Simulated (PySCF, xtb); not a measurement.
1,1-difluorobuta-1,2-diene (C4H4F2), SMILES CC=C=C(F)F.

Harmonic wavenumbers (cm⁻¹) from GFN2-xTB (xtb 6.7.1) at its own minimum, in rising order: 113, 124, 148, 249, 407, 435, 496, 544, 758, 808, 993, 1018, 1096, 1107, 1221, 1386, 1451, 1463, 1494, 2093, 3013, 3017, 3024, 3062.

What does PBE-D3(BJ)/def2-SVP run with PySCF 2.14.0 give at its own minimum? (The exact figures need the calculation; the answer reports its results.)

118, 119, 165, 260, 429, 519, 548, 589, 753, 801, 953, 1002, 1072, 1223, 1231, 1327, 1390, 1399, 1486, 2063, 2964, 3017, 3036, 3091. Paired by order, the mean absolute difference is 32 cm⁻¹ and the zero-point energies are 42.2 and 42.3 kcal/mol.
